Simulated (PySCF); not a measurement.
Energy of Nd²⁺ (neodymium, charge +2) between two integer charges

The 4f alpha orbital of [Xe] 4f4 is emptied in steps (occupation f), with all orbitals relaxed, ending at [Xe] 4f3. Computed with PySCF 2.14 in def2-SVP with the def2 core potential (28 electrons), with scalar relativity through the core potential. The exact energy is a straight line in f; departures are measured from the line between the end points of the same method.

| f | UHF (eV) | LDA (eV) | PBE (eV) |
| --- | --- | --- | --- |
| 1 | 0.000 | 0.000 | 0.000 |
| 0.75 | 0.747 | -1.524 | -1.468 |
| 0.5 | 0.969 | -2.056 | -1.974 |
| 0.25 | 0.709 | -1.559 | -1.492 |
| 0 | 0.000 | 0.000 | 0.000 |

Question: For PBE, how does the orbital energy at f = 1 compare with the removal energy?

Answer: −ε = 15.727 eV against a total-energy difference of 23.488 eV. By Janak's theorem ε = ∂E/∂f, so the gap between them reflects the curvature. Along the path −ε is 19.521 (f = 0.75), 23.423 (f = 0.5), 27.422 (f = 0.25) eV.

| method | E(f=0) − E(f=1) (eV) | −ε at f=1 (eV) | −ε at f=0.5 (eV) |
| --- | --- | --- | --- |
| UHF | 19.946 | 24.040 | 19.846 |
| LDA | 23.841 | 15.804 | 23.747 |
| PBE | 23.488 | 15.727 | 23.423 |

Reference removal energy between the ground levels: 22.09 ± 0.04 eV (semi-empirical (NIST evaluation); NIST Atomic Spectra Database, ionization energies). The calculation has no spin-orbit coupling. The determinant left behind need not be the lowest term of the ion. UHF lacks correlation.
